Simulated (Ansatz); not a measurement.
Reaction (ligand exchange at the In–Cl bond): `C[N](C)[In]([Cl])[N](C)C` + `CNC` → `C[N](C)[In]([N](C)C)[N](C)C` + HCl

Calculated with Ansatz (gas phase, PBE0-D4/def2-TZVP geometries, no zero-point term in ΔE). CBS: MP2 limit from def2 TZ/QZ plus the TZ coupled-cluster correction, frozen cores. This one scheme is used for every species. Functionals use def2-TZVPP. B3LYP here is the variant with VWN-RPA as its local correlation; programs differ in this. HSE06 is defined as in plane-wave codes. Elements past krypton have def2 core potentials. For In outer-core shells are correlated without core-valence functions, which leaves a few kJ/mol of doubt a bond. Each species was taken in one conformer, which may not be the lowest.

```tsv
level	ΔE (kJ/mol)	difference from CCSD(T)/CBS
LDA (SPW92)	124.8	-3.0
PBE0-D4	137.7	9.9
B3LYP-D4	134.6	6.8
HSE06-D4	138.2	10.4
PBE	139.4	11.6
HF/def2-TZVPP	169.0	41.2
MP2/def2-TZVPP	125.0	-2.8
CCSD(T)/def2-TZVPP	125.4	-2.4
MP2/def2-QZVPP	126.2	-1.6
HF/CBS(def2)	168.4	40.6
CCSD(T)/CBS	127.8	0
```

Largest T1 diagnostic among the species: 0.014.

From r2SCAN to r2SCAN0 (25 % exact exchange), in def2-TZVPP and without D4, ΔE moves by +5.1 kJ/mol. The D4 term adds −13.2 kJ/mol with B3LYP and −8.2 kJ/mol with PBE0; it sums over pairs of atoms, weighted by their polarisabilities, and B3LYP, whose exchange is more repulsive, gets the larger term. Leaving LDA and LC-ωPBE aside and taking each functional with its dispersion term where it has one, the values, not all of them listed here, spread over 16.1 kJ/mol, from revPBE-D4 to BHLYP-D4. LDA lies −14.6 kJ/mol from PBE without D4.

CCSD(T)/CBS has its own doubt, a few kJ/mol and more with outer-core shells, so smaller differences from it don't rank the levels.
